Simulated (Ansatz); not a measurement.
Reaction (ligand exchange at a B–C bond): `BC1[SiH2][Se]1` + `O[SiH2]F` → `BO[SiH2]F` + `C1[SiH2][Se]1`

Gas-phase electronic energies from Ansatz, PBE0-D4/def2-TZVP geometries. CBS: MP2 limit from def2 TZ/QZ plus the TZ coupled-cluster correction, frozen cores. DFT in def2-TZVPP. B3LYP here is the variant with VWN-RPA as its local correlation; programs differ in this. For Se outer-core shells are correlated without core-valence functions, which leaves a few kJ/mol of doubt a bond. Scalar relativity is left out up to krypton. Each species was taken in one conformer, which may not be the lowest.

CCSD(T)/CBS gives -91.0 kJ/mol.

Q: Another level gave -89.5 kJ/mol. Which?
A. ωB97X-V/def2-TZVPP
B. B3LYP/def2-TZVPP
C. HF/def2-TZVPP
D. r2SCAN/def2-TZVPP

A: D. r2SCAN -89.5, HF/def2-TZVPP -114.5, ωB97X-V -94.2, B3LYP -99.5 kJ/mol.

Largest T1 diagnostic among the species: 0.013.

From PBE to PBE0 (25 % exact exchange), in def2-TZVPP and without D4, ΔE moves by −3.2 kJ/mol. In def2-TZVPP, CCSD(T) changes the Hartree–Fock value by +21.6 kJ/mol (the triples alone add +3.2 kJ/mol) and MP2 by +25.7 kJ/mol. The D4 term adds +4.1 kJ/mol with B3LYP and +2.1 kJ/mol with PBE0; it sums over pairs of atoms, weighted by their polarisabilities, and B3LYP, whose exchange is more repulsive, gets the larger term.
